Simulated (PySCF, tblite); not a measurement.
Compound: C3H12N2OSi.
Z-matrix (Å and degrees, GFN2-xTB geometry), rows numbered from 1:
```
C 
C   1  1.5273
N   2  1.4454  1  113.54
Si  3  1.7277  2  123.20  1   -77.57
C   4  1.8957  3  108.34  2   -51.08
N   4  1.7343  3  114.23  2    68.75
O   4  1.6445  3  106.12  2  -172.04
H   1  1.0867  2  109.26  3    56.36
H   1  1.0882  2  110.38  3   -63.04
H   1  1.0873  2  110.47  3   176.77
H   2  1.0963  1  109.64  3   121.74
H   2  1.0904  1  109.33  3  -119.83
H   3  1.0105  2  110.86  1    65.94
H   5  1.0855  4  111.21  3   -45.38
H   5  1.0838  4  111.46  3    74.92
H   5  1.0852  4  111.03  3  -165.20
H   6  1.0088  4  116.70  3    58.07
H   6  1.0080  4  117.11  3  -170.71
H   7  0.9532  4  119.03  3    55.98
```

Theory: PBE0/def2-SVPD in PySCF (dipole) on a GFN2-xTB geometry, gas phase.

Take the most abundant isotopes and a rigid rotor. The values belong to one conformer with, in the numbering `[CH3:1][CH2:2][NH:3][Si@@:4]([CH3:5])([NH2:6])[OH:7]`, C1–C2–N3–Si4 -78°, C2–N3–Si4–C5 -51°, N3–Si4–N6–H 58° and -171°, N3–Si4–O7–H 56°.

Q: What are A, B and C (MHz)?

A: Ia = 171.03, Ib = 365.04, Ic = 373.99 u·Å²; 505379 MHz·u·Å²/I gives A = 2955, B = 1384, C = 1351 MHz.

Q: Classify the top.

A: A near-prolate asymmetric top. Ray's parameter κ = (2B − A − C)/(A − C) = -0.959; −1 is the prolate and +1 the oblate limit.

Q: What does the inertial defect say?

A: Not planar: Δ = Ic − Ia − Ib = -162.08 u·Å². For a rigid frame Δ = −2 Σ m c², so Σ m c² = 81.04 u·Å² lies off the ab plane: 20.55 from hydrogen and 60.49 from heavier atoms. The atom farthest from that plane is 2.35 Å away.

Q: Give the other two planar moments, Paa and Pbb, and the rms extents of the mass along the axes.

A: Paa = Σ m a² = (Ib + Ic − Ia)/2 = 284.00 and Pbb = Σ m b² = (Ia + Ic − Ib)/2 = 89.99 u·Å². With the mass M = 120.07 u, the rms extents √(P/M) along a, b and c are 1.54, 0.87, 0.82 Å.

Q: Give the coordinates in the principal-axis frame, origin at the centre of mass.

A: The sense of each axis is arbitrary; atoms in the order of the calculation.
```csv
atom,mass (u),a (Å),b (Å),c (Å)
C1,12.000,2.718,0.578,0.101
C2,12.000,1.961,-0.733,-0.103
N3,14.003,0.698,-0.570,-0.786
Si4,27.977,-0.727,0.025,-0.011
C5,12.000,-1.006,-0.976,1.575
N6,14.003,-0.649,1.700,0.434
O7,15.995,-1.949,-0.163,-1.095
H8,1.008,2.085,1.278,0.639
H9,1.008,2.983,1.016,-0.860
H10,1.008,3.630,0.406,0.667
H11,1.008,2.582,-1.432,-0.675
H12,1.008,1.750,-1.182,0.868
H13,1.008,0.841,-0.261,-1.738
H14,1.008,-0.879,-2.039,1.395
H15,1.008,-0.310,-0.686,2.354
H16,1.008,-2.009,-0.825,1.959
H17,1.008,-0.477,2.359,-0.310
H18,1.008,-1.392,2.056,1.014
H19,1.008,-2.119,-1.030,-1.455
```

Q: List the rotational levels J(Ka,Kc) to J = 5 (K).

A: Above 0(0,0), as E/k:
J = 1: 1(0,1) 0.131, 1(1,1) 0.207, 1(1,0) 0.208
J = 2: 2(0,2) 0.394, 2(1,2) 0.468, 2(1,1) 0.472, 2(2,1) 0.699, 2(2,0) 0.699
J = 3: 3(0,3) 0.788, 3(1,3) 0.859, 3(1,2) 0.869, 3(2,2) 1.092, 3(2,1) 1.093, 3(3,1) 1.473, 3(3,0) 1.473
J = 4: 4(0,4) 1.313, 4(1,4) 1.381, 4(1,3) 1.397, 4(2,3) 1.618, 4(2,2) 1.618, 4(3,2) 1.999, 4(3,1) 1.999, 4(4,1) 2.532, 4(4,0) 2.532
J = 5: 5(0,5) 1.969, 5(1,5) 2.034, 5(1,4) 2.057, 5(2,4) 2.274, 5(2,3) 2.275, 5(3,3) 2.655, 5(3,2) 2.655, 5(4,2) 3.188, 5(4,1) 3.188, 5(5,1) 3.874, 5(5,0) 3.874
The levels of one J sum to (2J + 1)J(J + 1)(A + B + C)/3.

Q: Predict some low-J microwave lines.

A: The dipole components are |μa| = 0.30 D, |μb| = 0.22 D, |μc| = 0.29 D. The squared components, which scale the intensities, stand as 1.00 : 0.55 : 0.91 (a : b : c). Some lines, for components of 0.1 D or more:

```csv
type,branch,"J(Ka,Kc)",MHz,lower level (cm⁻¹)
a,Q,"4(1,3) ← 4(1,4)",331,0.960
c,Q,"1(1,1) ← 1(0,1)",1571,0.091
b,Q,"2(1,1) ← 2(0,2)",1637,0.274
b,Q,"3(1,2) ← 3(0,3)",1689,0.547
a,R,"1(0,1) ← 0(0,0)",2736,0.000
c,R,"1(1,0) ← 0(0,0)",4339,0.000
c,Q,"2(2,1) ← 2(1,1)",4712,0.328
b,Q,"3(2,2) ← 3(1,3)",4861,0.597
b,R,"3(0,3) ← 2(1,2)",6667,0.325
c,Q,"3(3,1) ← 3(2,1)",7933,0.759
b,Q,"3(3,0) ← 3(2,1)",7933,0.759
b,Q,"4(3,2) ← 4(2,3)",7937,1.124
a,R,"3(1,2) ← 2(1,1)",8257,0.328
b,R,"3(1,3) ← 2(0,2)",9695,0.274
b,R,"2(2,1) ← 1(1,0)",10216,0.145
a,R,"4(0,4) ← 3(0,3)",10938,0.547
a,R,"4(3,2) ← 3(3,1)",10944,1.024
b,Q,"4(4,1) ← 4(3,2)",11109,1.389
b,R,"3(2,2) ← 2(1,1)",12919,0.328
b,R,"3(2,1) ← 2(1,2)",13021,0.325
c,R,"4(2,3) ← 3(1,3)",15804,0.597
b,R,"4(2,2) ← 3(1,3)",15811,0.597
c,R,"3(3,0) ← 2(2,0)",16143,0.486
b,R,"3(3,0) ← 2(2,1)",16143,0.486
b,R,"4(3,1) ← 3(2,2)",18880,0.759
b,R,"4(4,0) ← 3(3,1)",22053,1.024
```

Q: Estimate the classical rotational partition function at 10 K, 25 K and 200 K.

A: Point group C1, symmetry number σ = 1; q = (√π/σ)·√((kT/h)³/(ABC)), k/h = 20836.6 MHz/K: 2270 at 10 K, 8960 at 25 K, 203000 at 200 K.

Its GFN2-xTB frequencies are all real (lowest 47 cm⁻¹). These are rigid-rotor constants of the computed structure; measured ground-state constants (B0) also hold zero-point vibration. A rigid rotor knows nothing of inversion at nitrogen or internal rotation, which can split or shift real lines. Quadrupole hyperfine structure (14N) is left out.
